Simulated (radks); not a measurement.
Effect of the nuclear size on the niobium ion Nb+, [Kr] 4d4. All-electron calculation, Dirac Kohn-Sham, exchange-only LDA, spin-unpolarised, spherical densities, finite nucleus; open shells are shared between the two j in proportion to 2j + 1; Fermi nuclear charge, rms radius 4.324 fm. Program: a radial shooting solver on a logarithmic mesh with Libxc functionals. The rms radius is varied about that value; shifts are against it.

| rms radius (fm) | total energy shift (eV) | density at nucleus (e/bohr^3) | 1s1/2 shift (meV) | 2s1/2 shift (meV) | 4s1/2 shift (meV) | 5s1/2 (empty) shift (meV) |
|---|---|---|---|---|---|---|
| 3.4678 | -0.452 | 8.401e+04 | -191 | -20.3 | -0.579 | -0.065 |
| 4.004 | -0.180 | 8.277e+04 | -76.0 | -8.06 | -0.230 | -0.026 |
| 4.324 | 0 | 8.211e+04 | 0.000 | 0.000 | 0.000 | 0.000 |
| 4.5575 | 0.139 | 8.167e+04 | 58.7 | 6.23 | 0.178 | 0.020 |
| 5.2666 | 0.600 | 8.046e+04 | 254 | 27.0 | 0.768 | 0.086 |

Slopes of the eigenvalues against <r^2> in GHz/fm^2, as finite differences over the two radii next to the reference (eigenvalue slopes, not the field-shift constants of lines): 1s1/2 6870, 2s1/2 729, 4s1/2 20.8, 5s1/2 (empty) 2.32.
